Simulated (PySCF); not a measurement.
Gas-phase XPS of cyclo-(H2SiS)4, computed

Species: cyclo-(H2SiS)4.
Bonds: Si1–S4, Si1–S16, S4–Si5, Si5–S8, S8–Si9, Si9–S12, S12–Si13, Si13–S16. Hydrogens: H2, H3 on Si1; H6, H7 on Si5; H10, H11 on Si9; H14, H15 on Si13.

Method used: delta-SCF UKS SCAN, pcX-2 on the ionised atom, pcseg-1 elsewhere, spin-free X2C in PySCF. These are vertical core ionisation energies against the vacuum level, from separate self-consistent calculations with and without the core hole.

Problem. What binding energy does each computed site have?

Solution. 
```csv
atom(s),bonded to,level,binding energy (eV),2p1/2 (eV),count
Si1/Si5/Si9/Si13,2 S and 2 H,Si 2p3/2,107.72,108.35,4
Si1/Si5/Si9/Si13,2 S and 2 H,Si 1s,1847.61,–,4
S4/S8/S12/S16,2 Si,S 1s,2476.69,–,4
```

Problem. Express the binding energy of Si 2p3/2 of Si1/Si5/Si9/Si13 in atomic units and per mole.

Solution. 107.72 eV = 3.9586 Eh = 10393 kJ/mol.

Problem. What is the longest wavelength that can ionise Si 2p3/2 of Si1/Si5/Si9/Si13 vertically?

Solution. λ = hc/E = 12398.42 eV Å / 107.72 eV = 115.099 Å.

One atom of each set of topologically equivalent atoms was ionised and stands for the set; in this conformer not all members are related by symmetry, and their own values weren't computed. Not every level is listed. The 2p values add to the ΔSCF energy of one spin-free hole a correction within the shell (spin–orbit coupling, ligand field). 2p1/2 minus 2p3/2 (ligand field included): Si 0.63 eV. The structure is a single PBE0-D3(BJ)/def2-SVP conformer in the gas phase; no vibrational or solvent corrections.
